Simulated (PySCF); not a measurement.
CH7F2NSi2, SMILES CN([SiH2]F)[SiH2]F. Atoms are numbered in the order given.

```xyz
13

Si     1.5519     0.0479    -0.3976
F      2.4012     1.1015     0.5098
N     -0.0071    -0.2644     0.2841
C     -0.1059    -1.1567     1.4545
Si    -1.4788     0.4625    -0.2716
F     -2.4296    -0.6640    -0.9639
H      1.3712     0.6534    -1.7392
H      2.3443    -1.2093    -0.4035
H     -0.1374    -0.5933     2.4030
H     -1.0093    -1.7852     1.3946
H      0.7580    -1.8397     1.4955
H     -2.2636     0.9901     0.8755
H     -1.1467     1.4922    -1.2855
```

Coordinates come from a r2SCAN-D4/def2-SVP optimisation. This is a generated structure with no PubChem entry under its InChIKey; it may be hypothetical. One conformer was computed; it need not be the lowest.

Two levels are set side by side: PBE/pcSseg-1 (PySCF) and PBE0/pcSseg-1 (PySCF). GIAO shifts against CFCl3 (¹⁹F), NH3 (¹⁵N), TMS (²⁹Si), TMS (¹H), TMS (¹³C) at the same level; non-relativistic, no solvent, atoms listed together averaged. Differences are taken from unrounded values.

```csv
quantity,PBE
δ(¹⁵N) of N3 (ppm),85.2
δ(¹³C) of C4 (ppm),37.9
```

These are the PBE values. What does PBE0 give? (An estimate is asked for; the answer gives what the named calculation found.)


```json
[
 {"quantity": "δ(¹⁵N) of N3 (ppm)", "PBE0": "71.4", "PBE minus PBE0": "13.8"},
 {"quantity": "δ(¹³C) of C4 (ppm)", "PBE0": "36.6", "PBE minus PBE0": "1.3"}
]
```

Rough cost on one machine, each run with all the roots and properties that it gave: PBE0 against PBE within a factor of 2.
